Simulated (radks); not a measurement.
Question: The mean radii <r> (bohr) of the occupied orbitals of an atom or ion are listed with their occupations. All-electron calculation, scalar-relativistic Kohn-Sham, PBE, spin-polarised, spherical densities, finite nucleus; Fermi nuclear charge, rms radius of each element as measured or else 0.836 A^(1/3) + 0.57 fm. Program: a radial shooting solver on a logarithmic mesh with Libxc functionals.

| orbital | occ. | <r> |
|---|---|---|
| 1s up | 1 | 0.03040 |
| 1s down | 1 | 0.03040 |
| 2s up | 1 | 0.1317 |
| 2s down | 1 | 0.1317 |
| 2p up | 3 | 0.1149 |
| 2p down | 3 | 0.1149 |
| 3s up | 1 | 0.3583 |
| 3s down | 1 | 0.3583 |
| 3p up | 3 | 0.3571 |
| 3p down | 3 | 0.3570 |
| 3d up | 5 | 0.3347 |
| 3d down | 5 | 0.3347 |
| 4s up | 1 | 0.8764 |
| 4s down | 1 | 0.8756 |
| 4p up | 3 | 0.9540 |
| 4p down | 3 | 0.9526 |
| 4d up | 5 | 1.217 |
| 4d down | 4 | 1.211 |
| 5s up | 1 | 2.393 |
| 4f up | 1 | 8.255 |

Name the element and its charge. Open shells, if any, are filled with parallel spins first.

Answer: Z = 48, cadmium, charge +1: Cd+ in [Kr] 4d9 5s1 4f1. The 1s radius gives Z: for a bare nucleus <r> = (2 gamma + 1)/(2Z) with gamma = sqrt(1 - (Z/c)^2), 0.02993 bohr for Z = 48, and screening makes it slightly larger (0.03040 here). The occupations add up to 47, and the charge is Z minus that.
